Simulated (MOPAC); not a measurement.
Job for MOPAC: PM7 on H2SSe2 (SMILES S[Se][SeH]), a point of a torsion scan.

```
PM7 1SCF PRECISE CHARGE=0 THREADS=1
H2SSe2

S      1.53046097 1     0.45028658 1    -0.16207498 1
Se    -0.00112132 1    -0.91149024 1    -0.86538488 1
Se    -1.38467342 1    -1.20973749 1     1.03284725 1
H      0.93192100 1     1.60983861 1    -0.45801338 1
H     -0.31229223 1    -1.02554228 1     1.98955246 1
```

It printed:

```
*******************************************************************************
 **                                                                           **
 **                              MOPAC v23.2.5                                **
 **                                                                           **
 *******************************************************************************
 ** MOPAC's Digital Object Identifier: https://doi.org/10.5281/zenodo.6511958 **
 **                                                                           **
 ** Please cite the open-source release paper for use of this MOPAC version:  **
 ** J. E. Moussa and J. J. P. Stewart (2026)                                  **
 ** MOPAC: An open-source semiempirical molecular orbital program             **
 ** J. Open Source Softw., 11(119), 8025, https://doi.org/10.21105/joss.08025 **
 *******************************************************************************

                              PM7 CALCULATION RESULTS

 *******************************************************************************
 *  PM7        - The PM7 Hamiltonian to be used
 *
 *
 *
 *                 CHARGE ON SYSTEM = 0
 *
 *
 *
 *  PRECISE    - TIGHTER CRITERIA TO BE USED
 *  1SCF       - DO 1 SCF AND THEN STOP
 *  THREADS=1  - MULTI-THREADING NOT USED
 *  T=         - A TIME OF 172800.0 SECONDS REQUESTED
 *  DUMP=N     - RESTART FILE WRITTEN EVERY 7200.0 SECONDS REQUESTED
 *******************************************************************************
PM7 1SCF PRECISE CHARGE=0 THREADS=1
 H2SSe2

   ATOM   CHEMICAL          X               Y               Z
  NUMBER   SYMBOL      (ANGSTROMS)     (ANGSTROMS)     (ANGSTROMS)

     1       S          1.53046097  *   0.45028658  *  -0.16207498  *
     2      Se         -0.00112132  *  -0.91149024  *  -0.86538488  *
     3      Se         -1.38467342  *  -1.20973749  *   1.03284725  *
     4       H          0.93192100  *   1.60983861  *  -0.45801338  *
     5       H         -0.31229223  *  -1.02554228  *   1.98955246  *



          CARTESIAN COORDINATES

    NO.       ATOM           X           Y           Z

     1         S          1.5305      0.4503     -0.1621
     2        Se         -0.0011     -0.9115     -0.8654
     3        Se         -1.3847     -1.2097      1.0328
     4         H          0.9319      1.6098     -0.4580
     5         H         -0.3123     -1.0255      1.9896

 General Reference for PM7:
 "Optimization of Parameters for Semiempirical Methods VI: More Modifications to the
 NDDO Approximations and Re-optimization of Parameters", J. J. P. Stewart, J. Mol. Mod., 1:32, 19 (2013)
 https://link.springer.com/article/10.1007/s00894-012-1667-x

           Empirical Formula: H2 S Se2  =     5 atoms



      MOLECULAR POINT GROUP   :   C1


      RHF CALCULATION, NO. OF DOUBLY OCCUPIED LEVELS = 10


 -------------------------------------------------------------------------------
 PM7 1SCF PRECISE CHARGE=0 THREADS=1
 H2SSe2



     1SCF WAS SPECIFIED, SO BFGS WAS NOT USED
     SCF FIELD WAS ACHIEVED


                              PM7 CALCULATION
                                                       MOPAC v23.2.5 Linux




          FINAL HEAT OF FORMATION =        102.74495 KCAL/MOL =     429.88488 KJ/MOL


          COSMO AREA              =        121.20 SQUARE ANGSTROMS
          COSMO VOLUME            =        111.72 CUBIC ANGSTROMS

          IONIZATION POTENTIAL    =          8.053967 EV
          HOMO LUMO ENERGIES (EV) =         -8.054 -2.204
          NO. OF FILLED LEVELS    =         10
          MOLECULAR WEIGHT        =        191.9958         POINT GROUP:  C1

          MOLECULAR DIMENSIONS (Angstroms)

            Atom       Atom       Distance
            H     4   Se     3     3.94199
            H     5   Se     2     2.54041
            H     4    S     1     1.20117


          SCF CALCULATIONS        =          1





   ATOM   CHEMICAL          X               Y               Z
  NUMBER   SYMBOL      (ANGSTROMS)     (ANGSTROMS)     (ANGSTROMS)

     1       S          1.53046097  *   0.45028658  *  -0.16207498  *
     2      Se         -0.00112132  *  -0.91149024  *  -0.86538488  *
     3      Se         -1.38467342  *  -1.20973749  *   1.03284725  *
     4       H          0.93192100  *   1.60983861  *  -0.45801338  *
     5       H         -0.31229223  *  -1.02554228  *   1.98955246  *

                             CARTESIAN COORDINATES

   1    S        1.530460970     0.450286580    -0.162074980
   2   Se       -0.001121320    -0.911490240    -0.865384880
   3   Se       -1.384673420    -1.209737490     1.032847250
   4    H        0.931921000     1.609838610    -0.458013380
   5    H       -0.312292230    -1.025542280     1.989552460


           Empirical Formula: H2 S Se2  =     5 atoms



      MOLECULAR POINT GROUP   :   C1


                  EIGENVALUES
 -27.28712 -24.13562 -21.75655 -13.77910 -12.30599 -11.10350 -10.72435  -9.35663
  -9.01576  -8.05397  -2.20423  -1.51247  -0.84337  -0.22721  -0.04973  -0.03509
   0.00982   1.09586   3.01024


              NET ATOMIC CHARGES AND DIPOLE CONTRIBUTIONS

  ATOM NO.   TYPE          CHARGE      No. of ELECS.   s-Pop       p-Pop       d-Pop
    1          S          -0.384735        6.3847     1.90795     4.33468     0.14211
    2         Se           0.187146        5.8129     1.97490     3.83795
    3         Se          -0.029262        6.0293     1.95548     4.07379
    4          H           0.178996        0.8210     0.82100
    5          H           0.047855        0.9521     0.95214
 DIPOLE           X         Y         Z       TOTAL
 POINT-CHG.    -1.905    -0.333    -0.560     2.014
 HYBRID         0.851     0.631     0.633     1.234
 SUM           -1.054     0.298     0.073     1.098


          ATOMIC ORBITAL ELECTRON POPULATIONS

     Atom    s        px        py        pz      x^2-y^2     xz        z^2       yz        xy
    1  S   1.90795   1.38313   1.11263   1.83892   0.04482   0.01124   0.02596   0.01127   0.04882
    2 Se   1.97490   1.27599   1.45600   1.10596
    3 Se   1.95548   1.08587   1.94044   1.04748
    4  H   0.82100
    5  H   0.95214

 **********************
 *                    *
 * JOB ENDED NORMALLY *
 *                    *
 **********************




 == MOPAC DONE ==
```

The run finished.

Cost: around 0.03 core-seconds (rough).
